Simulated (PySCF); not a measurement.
# Magnetisability: `N#C[C@H]1CO[C@H](F)OC1`, C₅H₆FNO₂

Cartesian coordinates in Å; atom numbers follow the order of the lines, from 1:
```xyz
15

N    -2.0616    0.7334   -2.0903
C    -1.6235    0.4799   -1.0670
C    -1.0704    0.1595    0.2313
C    -0.4050   -1.2280    0.2084
O     0.7723   -1.2093   -0.5889
C     1.6527   -0.2353   -0.2297
F     2.1650   -0.5417    1.0319
O     1.1629    1.0344   -0.2027
C     0.0142    1.1787    0.6230
H    -1.8798    0.1734    0.9682
H    -1.0499   -1.9818   -0.2456
H    -0.1515   -1.5280    1.2337
H     2.4967   -0.2619   -0.9291
H    -0.3205    2.2065    0.4759
H     0.2939    1.0281    1.6740
```

Computed with GIAO BHandHLYP/pcSseg-1 magnetisability, rotational g tensor and spin-rotation constants, non-relativistic, gas phase (PySCF 2.14.0). Geometry: GFN2-xTB.

Q: How diamagnetic is it, and how anisotropic?

A: Isotropic -1152 × 10⁻³⁰ J/T², or -69.4 × 10⁻⁶ cm³/mol; principal values -1188, -1159, -1108 × 10⁻³⁰ J/T², anisotropy 70 × 10⁻³⁰ J/T² (root of half the summed squared differences of the principal values). The susceptibility is in cgs units.

Q: Split it along the inertial axes a, b, c into diamagnetic and paramagnetic parts about the centre of mass, with the quadrupole moment.

A: 
| axis | χ (10⁻⁶ cm³/mol) | diamagnetic (10⁻⁶ cm³/mol) | paramagnetic (10⁻⁶ cm³/mol) | summed x² of all electrons (Å²) | quadrupole Θ (D Å) |
| --- | --- | --- | --- | --- | --- |
| a | -69.9 | -457.8 | 387.9 | 179.8 | -17.32 |
| b | -66.7 | -953.2 | 886.4 | 63.0 | +6.78 |
| c | -71.5 | -1030.2 | 958.7 | 44.9 | +10.53 |

Anisotropies 2χaa − χbb − χcc = -1.5 and 2χbb − χaa − χcc = +7.8 × 10⁻⁶ cm³/mol. Θ is traceless in Buckingham's convention.

Q: And the rotational g tensor?

A: 
```
axis  rotational constant (GHz)        g  nuclear part  electronic part
   a                     3.3659  -0.0270        0.5864          -0.6134
   b                     1.3001  -0.0210        0.5204          -0.5414
   c                     1.1938  -0.0179        0.5198          -0.5377
```
Asymmetric top; isotopes 12C, 19F, 1H, 14N, 16O; no vibrational averaging.
